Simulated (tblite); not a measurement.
C₄H₁₂BOP.
SMILES with atom numbers: `[BH3-:1][PH+:2]1[CH2:3][CH2:4][O:5][CH2:6][CH2:7]1` (hydrogens: H8, H9, H10 on B1; H11 on P2; H12, H13 on C3; H14, H15 on C4; H16, H17 on C6; H18, H19 on C7)

Computed with GFN2-xTB (tblite), gas phase: L-BFGS steps from a force-field or distance-geometry start until the largest atomic force falls under 0.01 eV/Å.

Step 24: E = -612.3499 eV
```
atom  x, y, z in Å  |  force x, y, z in eV/Å
B1      2.2840   -0.1104    0.5781   -0.009  -0.002   0.017
P2      0.8948    0.1978   -0.6993   -0.002  -0.014   0.050
C3     -0.3291    1.5188   -0.2954   -0.044   0.013   0.020
C4     -1.2913    0.9917    0.7741   -0.006  -0.004   0.004
O5     -2.0337   -0.1237    0.3415    0.020   0.007  -0.017
C6     -1.2518   -1.2838    0.1827   -0.006   0.006   0.006
C7     -0.2817   -1.1923   -0.9999   -0.040  -0.018   0.012
H8      2.8925    0.9090    0.6623   -0.021   0.010  -0.019
H9      2.9265   -1.0204    0.1591   -0.019  -0.002  -0.022
H10     1.6831   -0.3810    1.5753    0.013  -0.010   0.038
H11     1.1841    0.5463   -2.0205    0.045   0.008  -0.030
H12    -0.8954    1.8073   -1.1833    0.003  -0.018  -0.025
H13     0.2000    2.3921    0.0915    0.015  -0.010  -0.010
H14    -0.7310    0.7357    1.6868    0.006   0.029  -0.023
H15    -2.0345    1.7571    1.0169    0.011  -0.025   0.020
H16    -0.6927   -1.4854    1.1095    0.008  -0.020  -0.034
H17    -1.9683   -2.0938    0.0160    0.015   0.010   0.030
H18    -0.8457   -1.0309   -1.9209    0.005   0.027  -0.012
H19     0.2805   -2.1248   -1.0821    0.007   0.014  -0.003
```

Step 25: E = -612.3505 eV
```
atom  x, y, z in Å  |  force x, y, z in eV/Å
B1      2.2834   -0.1104    0.5780    0.017  -0.010   0.044
P2      0.8952    0.1975   -0.6973   -0.021  -0.011   0.036
C3     -0.3298    1.5189   -0.2961   -0.037  -0.005   0.019
C4     -1.2915    0.9916    0.7738   -0.003   0.001   0.007
O5     -2.0341   -0.1241    0.3432    0.027   0.009  -0.029
C6     -1.2519   -1.2834    0.1823   -0.004  -0.004   0.009
C7     -0.2822   -1.1917   -1.0004   -0.039  -0.005   0.017
H8      2.8931    0.9095    0.6615   -0.032  -0.003  -0.019
H9      2.9272   -1.0205    0.1584   -0.032   0.011  -0.016
H10     1.6847   -0.3816    1.5776    0.023  -0.005   0.019
H11     1.1882    0.5456   -2.0177    0.042   0.009  -0.031
H12    -0.8974    1.8020   -1.1851    0.013  -0.001  -0.020
H13     0.2000    2.3927    0.0898   -0.004  -0.015  -0.023
H14    -0.7308    0.7371    1.6861    0.015   0.022  -0.011
H15    -2.0350    1.7560    1.0171    0.004  -0.010   0.020
H16    -0.6924   -1.4868    1.1079    0.018  -0.016  -0.016
H17    -1.9685   -2.0930    0.0168    0.006  -0.002   0.020
H18    -0.8479   -1.0256   -1.9196    0.015   0.013  -0.018
H19     0.2800   -2.1245   -1.0838   -0.008   0.024  -0.010
```

Q: Estimate the geometry and energy of step 26. (The exact step hangs on the optimiser's Hessian estimate; all steps are aligned on step 25, rigid shifts and turns removed.)

A: E = -612.3510 eV, largest force 0.069 eV/Å
```
atom  x, y, z in Å  |  force x, y, z in eV/Å
B1      2.2833   -0.1106    0.5787    0.031  -0.016   0.059
P2      0.8953    0.1969   -0.6948   -0.031  -0.004   0.007
C3     -0.3312    1.5187   -0.2967   -0.017  -0.020   0.004
C4     -1.2917    0.9916    0.7738    0.001   0.007   0.008
O5     -2.0342   -0.1243    0.3446    0.022   0.007  -0.030
C6     -1.2521   -1.2832    0.1823   -0.001  -0.013   0.009
C7     -0.2834   -1.1910   -1.0006   -0.024   0.011   0.010
H8      2.8933    0.9099    0.6605   -0.037  -0.011  -0.017
H9      2.9275   -1.0204    0.1574   -0.040   0.018  -0.010
H10     1.6868   -0.3823    1.5802    0.030  -0.001   0.009
H11     1.1939    0.5450   -2.0151    0.031   0.004  -0.011
H12    -0.8994    1.7960   -1.1872    0.021   0.013  -0.011
H13     0.1995    2.3931    0.0872   -0.021  -0.016  -0.031
H14    -0.7304    0.7390    1.6855    0.024   0.012   0.005
H15    -2.0354    1.7549    1.0174   -0.009   0.007   0.021
H16    -0.6919   -1.4886    1.1062    0.027  -0.010   0.006
H17    -1.9686   -2.0923    0.0178   -0.008  -0.016   0.010
H18    -0.8500   -1.0195   -1.9184    0.022  -0.001  -0.021
H19     0.2790   -2.1237   -1.0862   -0.021   0.028  -0.016
```

The energy changes by -0.0006 eV. The first-order estimate −F·Δx gives -0.0007 eV and the mean of the old and new forces, exact on a quadratic surface, -0.0005 eV. The step makes an angle of 68° with the force vector and moves no atom by more than 0.007 Å.
